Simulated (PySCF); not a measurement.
Gas-phase reaction: 2 CrO₃ + 4 F + Cl₂ = 2 CrO₂F₂ + 2 ClO

Method: PySCF energies (xtb for GFN2) plus ideal-gas RRHO corrections (1 bar). S°(298 K) at PBE0/def2-TZVP differs from the NASA 1993 table for CrO₃ (+11 J/mol/K); whether the harmonic model or the table's entry is off was not settled. † marks an energy on the PBE0/def2-TZVP geometry and frequencies; other levels use their own. Open shells (unrestricted): F (multiplicity 2, electronic degeneracy 6), ClO (multiplicity 2, electronic degeneracy 4); the rest are closed-shell singlets. GFN2 has no spin-polarisation term. Spin-orbit splitting is ignored; it lowers the true energy and changes the entropy of F, ClO. The harmonic model lacks anharmonicity and excited electronic states, which grow with temperature; levels with a mode under 35 cm⁻¹ are left out. Strong static correlation: CrO₃.

```tsv
level	ΔE electronic, kJ	ΔH°(298 K), kJ	ΔS°(298 K), J/K	ΔG°(800 K), kJ
BLYP/def2-TZVP†	-1320	-1309	-360	-1018
GFN2-xTB	-1524	-1516	-350	-1234
PBE/def2-SVP	-1350	-1340	-355	-1054
PBE0/def2-QZVP†	-1260	-1249	-360	-958
PBE0/def2-SVP†	-1198	-1187	-360	-896
LDA/def2-TZVP†	-1620	-1609	-360	-1318
ωB97M-V/def2-TZVP†	-1244	-1233	-360	-942
ωB97X-V/def2-TZVP†	-1258	-1247	-360	-956
```
ΔH° is lowest at LDA/def2-TZVP† and highest at PBE0/def2-SVP†. No reference value is set beside these.
